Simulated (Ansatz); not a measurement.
Gas-phase electronic energies from Ansatz, PBE0-D4/def2-TZVP geometries. CCSD(T)/CBS adds triple-zeta CCSD(T) − MP2 to the extrapolated MP2 energy (def2 sets, frozen cores). Functionals use def2-TZVPP. B3LYP here is the variant with VWN-RPA as its local correlation; programs differ in this. For Ga outer-core shells are correlated without core-valence functions, which leaves a few kJ/mol of doubt a bond. Scalar relativity is left out up to krypton. Each species was taken in one conformer, which may not be the lowest.

`C[BH][GaH][CH3]` + `NCF` → `CBNCF` + `[CH3][GaH2]`  (cleavage of the B–Ga bond)

**Question.** Is it downhill or uphill in electronic energy at CCSD(T)/CBS, and by how much? (Estimate.)

**Answer.** The calculation gave: Downhill: ΔE = -149.8 kJ/mol.

**Question.** What do these levels give: PBE-D4, ωB97X-V, ωB97M-V, B2PLYP, PBE, B3LYP, MP2/def2-TZVPP, HF/def2-QZVPP, MP2/def2-QZVPP, SCS-MP2/def2-QZVPP, HF/CBS(def2), MP2/CBS(def2)? (Estimate.)

**Answer.** Computed: PBE-D4 -144.9, ωB97X-V -153.9, ωB97M-V -157.3, B2PLYP -156.1, PBE -144.7, B3LYP -153.5, MP2/def2-TZVPP -157.9, HF/def2-QZVPP -163.5, MP2/def2-QZVPP -155.9, SCS-MP2/def2-QZVPP -156.2, HF/CBS(def2) -163.6, MP2/CBS(def2) -153.7 kJ/mol.

Largest T1 diagnostic among the species: 0.012.

In def2-TZVPP, CCSD(T) changes the Hartree–Fock value by +8.3 kJ/mol (the triples alone add −0.1 kJ/mol) and MP2 by +4.3 kJ/mol. From PBE to PBE0 (25 % exact exchange), in def2-TZVPP and without D4, ΔE moves by −4.8 kJ/mol.
